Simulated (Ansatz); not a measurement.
Input file for Ansatz (a quantum-chemistry and plane-wave program): U-CCSD(T)/def2-SVP on FHTe (SMILES F[TeH]), a point of a bond scan (R = 2.603 Å). Elements past Kr take the def2 small-core potentials; no spin–orbit coupling. The run froze 10 orbitals, filled d shells among them.

Ansatz 0.2 input:
```yaml
crystal:
  periodic: [false, false, false]
  atoms:
    - {symbol: Te, position_ang: [0.18518663, -0.06058026, 0.20051425]}
    - {symbol: H, position_ang: [1.31186066, -0.30942416, -1.00396715]}
    - {symbol: F, position_ang: [-1.70605015, 0.54014275, -1.48359608]}
basis:
  gaussian:
    orbitals: def2-SVP
correlation: {method: ccsd_t, electrons: outside_noble_gas}
scf: {omitted_lower_state_checks: [cluster_reference]}
magnetization: {spin_polarized: true, initial_magnetization: 0}
```

Program output:

```
WARN ansatz: RAYON_NUM_THREADS=1 ignored (pool sized by the plan → 1); use --threads N
Functional definition: HF
these checks for a lower state are left out or cut short: cluster_reference
integrals: 0.02 GiB planned
510 factors; integrals over basis functions are off by at most 5.8e-4 eV
mean field: 0.10 GiB planned
mean field evaluation 1: about -9978.1759 eV, gradient 2.6e1 eV
mean field evaluation 2: about -9978.1790 eV, gradient 2.6e1 eV
mean field evaluation 4: about -9981.3133 eV, gradient 1.8e0 eV
mean field evaluation 8: about -9981.3549 eV, gradient 1.1e-1 eV
mean field evaluation 16: about -9981.6040 eV, gradient 2.0e0 eV
mean field evaluation 32: about -9981.4760 eV, gradient 8.6e-2 eV
mean field evaluation 64: about -9981.9485 eV, gradient 1.3e-5 eV
mean field evaluation 96: about -9981.9485 eV, gradient 1.4e-5 eV
mean field evaluation 128: about -9982.0224 eV, gradient 6.5e0 eV
mean field evaluation 160: about -9981.9485 eV, gradient 7.5e-4 eV
mean field evaluation 192: about -9982.1360 eV, gradient 3.3e-6 eV
mean field -9982.47640493 eV, -366.8492415158 hartree, gradient 1.7e-6 eV, S^2 0.832238; 19 other end points of the search recorded, 0 dependent functions left out
10 core orbitals not correlated
reference -9982.47640493 eV, -366.8492415158 hartree; 7, 7 occupied and 28, 28 virtual orbitals, 510 factors
second order -6.47902391 eV of doubles, -0.00000000 eV of singles
coupled cluster: 0.09 GiB planned
cycle   1  -7.03106657 eV  change   -5.5e-1 eV  update   8.9e-2
cycle   2  -7.34185872 eV  change   -3.1e-1 eV  update   4.4e-2
cycle   3  -7.41469599 eV  change   -7.3e-2 eV  update   4.2e-2
cycle   4  -7.55923021 eV  change   -1.4e-1 eV  update   3.5e-2
cycle   5  -7.63401105 eV  change   -7.5e-2 eV  update   1.8e-2
cycle   6  -7.68935012 eV  change   -5.5e-2 eV  update   1.1e-2
cycle   7  -7.73347052 eV  change   -4.4e-2 eV  update   7.1e-3
cycle   8  -7.74643415 eV  change   -1.3e-2 eV  update   3.1e-3
cycle   9  -7.74690047 eV  change   -4.7e-4 eV  update   1.2e-3
cycle  10  -7.74803956 eV  change   -1.1e-3 eV  update   6.5e-4
cycle  11  -7.74862650 eV  change   -5.9e-4 eV  update   4.8e-4
cycle  12  -7.74846730 eV  change    1.6e-4 eV  update   3.7e-4
cycle  13  -7.74834917 eV  change    1.2e-4 eV  update   2.9e-4
cycle  14  -7.74829913 eV  change    5.0e-5 eV  update   2.1e-4
cycle  15  -7.74837567 eV  change   -7.7e-5 eV  update   1.3e-4
cycle  16  -7.74856304 eV  change   -1.9e-4 eV  update   8.0e-5
cycle  17  -7.74853622 eV  change    2.7e-5 eV  update   4.8e-5
cycle  18  -7.74843169 eV  change    1.0e-4 eV  update   3.4e-5
cycle  19  -7.74834596 eV  change    8.6e-5 eV  update   2.0e-5
cycle  20  -7.74831690 eV  change    2.9e-5 eV  update   1.1e-5
cycle  21  -7.74831403 eV  change    2.9e-6 eV  update   7.2e-6
coupled cluster: 0.09 GiB planned
perturbative correction -0.23717071 eV, -0.0087158629 hartree
Total energy: -9990.46188967 eV, -367.1427026671 hartree
Checks for a lower state left out: cluster_reference
```

The run converged. Its determinant has ⟨S²⟩ = 0.83, a mixture of spin states.

Cost: around 4 core-seconds (rough).
